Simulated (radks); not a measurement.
The numbers below are computed, except where a source is named.
Question: The mean radii <r> (bohr) of the occupied orbitals of an atom or ion are listed with their occupations. Level of theory: non-relativistic Kohn-Sham, PBE, spin-polarised, spherical densities, point nucleus (a radial shooting solver on a logarithmic mesh with Libxc functionals).

orbital  occ.      <r>
1s          2  0.04245
2s          2   0.1878
2p          6   0.1619
3s          2   0.5415
3p          6   0.5453
3d         10   0.5538
4s          2    1.603
4p          6    1.952

Name the element and its charge. Open shells, if any, are filled with parallel spins first.

Answer: Z = 36, krypton, charge 0: Kr in [Kr]. The 1s radius gives Z: for a bare nucleus <r> = 1.5/Z, 0.04167 bohr for Z = 36, and screening makes it slightly larger (0.04245 here). The occupations add up to 36, and the charge is Z minus that.
